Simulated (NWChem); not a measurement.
Molecule: AlH3O3; SMILES [Al]([OH])([OH])[OH]

```xyz
7

Al     0.0000     0.0000     0.0000
O     -1.4712     0.8429     0.0000
H     -1.5335     1.7990     0.0000
O      1.4656     0.8526     0.0000
H      2.3247     0.4286     0.0000
O      0.0056    -1.6955     0.0000
H     -0.7912    -2.2276     0.0000
```
Atoms are numbered in this order, from 1.

All runs: NWChem. STO-3G and 3-21G are far too small for this property and stand as cheap habits. Coordinates come from a PBE0/def2-SVP optimisation. B3LYP is NWChem's, with the RPA form of VWN correlation. Field at 589 nm.

For level B3LYP/STO-3G:

- isotropic polarisability (bohr³) = 17.1
- anisotropy (bohr³) = 18.0

How do the values read with level B3LYP/def2-SVP instead?


| Item | Value |
|---|---|
| isotropic polarisability (bohr³) | 27.0 |
| anisotropy (bohr³) | 8.8 |
